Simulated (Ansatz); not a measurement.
Mulliken charges of Br$_{2}$ClGa (`[Cl][Ga]([Br])[Br]`) from B3LYP/def2-TZVPP in Ansatz (PBE0-D4/def2-TZVP geometry).

```csv
atom,x (Å),y (Å),z (Å),charge (e)
Cl1,0.753,0.653,1.895,-0.206
Ga2,0.024,-0.006,0.020,0.574
Br3,0.259,-2.173,-0.569,-0.184
Br4,-0.980,1.466,-1.367,-0.184
```

Task: By hand: the dipole of these point charges (1 e Å = 4.8032 D).

Result: Σ q r = (-0.009, -0.008, -0.023) e Å, of length 0.026 e Å = 0.12 D.

Task: How does the dipole of the full density compare? (Estimate.)

Result: Computed: (-0.021, -0.019, -0.055) e Å, 0.30 D; the point charges give 0.40 times that, at 0° from its direction.

Point charges leave out the atoms' own dipoles, such as those of lone pairs, and Mulliken's split depends on the basis, so the two needn't agree.

B3LYP here is the variant with VWN-RPA as its local correlation; programs differ in this.
